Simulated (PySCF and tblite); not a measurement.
Results of a calculation; reference values are marked as such.
System: C5H8N2O2, numbered as in [CH3:1][O:2][c:3]1[n:4][nH:5][cH:6][c:7]1[CH2:8][OH:9].

Motion: shift of H on N5 from N5 to N4. GFN2-xTB gives an electronic barrier of 45.7 kcal/mol and a reaction energy of 4.3 kcal/mol.

Tunnelling of the moving H, left out here, will speed the real process. In real samples such hydrogens mostly exchange between molecules or through solvent, far faster than by this path.

**Question.** What does PBE0/pcSseg-1 + D3(BJ) give on B3LYP-D3(BJ)/def2-SVP geometries?

**Answer.** A barrier of 50.5 kcal/mol, 4.8 above the tight-binding barrier (from unrounded values), a reaction energy of 7.4 kcal/mol and, with GFN2-xTB thermal terms, ΔG‡(298 K) = 46.7 kcal/mol and k = 3.9×10⁻²² s⁻¹ (1 equivalent path).

**Question.** And the level of the geometries itself, B3LYP-D3(BJ)/def2-SVP?

**Answer.** 51.8 kcal/mol.

Programs: tblite and PySCF.
